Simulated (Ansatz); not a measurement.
Reaction (formal exchange of groups at a Cd–N bond): `C[CH2][Cd][NH2]` + `CC(O)(F)F` → `C[CH2][Cd][CH3]` + `NC(O)(F)F`

Isolated molecules relaxed with PBE0-D4/def2-TZVP in Ansatz; ΔE leaves out vibrations. CCSD(T)/CBS is the MP2 limit (def2-TZVPP, def2-QZVPP) plus CCSD(T) − MP2 in def2-TZVPP, frozen cores. Functionals use def2-TZVPP. B3LYP here is the variant with VWN-RPA as its local correlation; programs differ in this. def2 core potentials past Kr. For Cd outer-core shells are correlated without core-valence functions, which leaves a few kJ/mol of doubt a bond. One conformer a species, not always the lowest.

```tsv
level	ΔE (kJ/mol)
PBE-D4	24.9
PBE0-D4	21.4
r2SCANh-D4	24.5
PBE-QIDH	22.4
B3LYP	28.1
CAM-B3LYP	27.6
MP2/def2-SVP	16.3
CCSD/def2-TZVPP	25.3
```

Question: What does CCSD(T)/CBS give? (Estimate.)

Answer: Ansatz gave: +31.4 kJ/mol. The listed levels differ from it by -6.5, -10.0, -6.9, -9.0, -3.3, -3.8, -15.1, -6.1 kJ/mol.

Largest T1 diagnostic among the species: 0.013.

At CCSD(T), def2-SVP lies −14.2 kJ/mol from the extrapolated value and def2-TZVPP −6.1 kJ/mol. From BLYP to BHLYP (50 % exact exchange), in def2-TZVPP and without D4, ΔE moves by −5.9 kJ/mol.
